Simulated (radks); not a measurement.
All-electron atom: neutral titanium in [Ar] 3d2 4s2.

Method: non-relativistic Kohn-Sham, PBEsol, spin-unpolarised, spherical densities, point nucleus; computed with a radial shooting solver on a logarithmic mesh with Libxc functionals.

Energy parts (Ry):
| part | energy |
|---|---|
| total | -1696.25671 |
| kinetic | 1694.50155 |
| electron-nucleus | -4019.82556 |
| Hartree | 710.44498 |
| exchange-correlation | -81.37767 |

Orbitals (lengths in bohr, moments of r in powers of bohr):
| orbital | occ. | eigenvalue (Ry) | <r> | <r^4> |
|---|---|---|---|---|
| 1s | 2 | -355.0490 | 0.07023 | 0.0001121 |
| 2s | 2 | -38.97020 | 0.3279 | 0.02842 |
| 2p | 6 | -32.56700 | 0.2911 | 0.02246 |
| 3s | 2 | -4.52923 | 1.015 | 2.299 |
| 3p | 6 | -2.84438 | 1.089 | 3.459 |
| 3d | 2 | -0.32579 | 1.601 | 36.37 |
| 4s | 2 | -0.32583 | 3.526 | 341.8 |

The highest occupied level is 3d at -4.433 eV. The electron density at the nucleus is 7126 e/bohr^3. Summed over all electrons, <r^2> = 47.30 bohr^2, which gives a Langevin (diamagnetic) susceptibility term of -37.5 x 10^-6 cm^3/mol. Virial ratio -V/T = 2.00104.
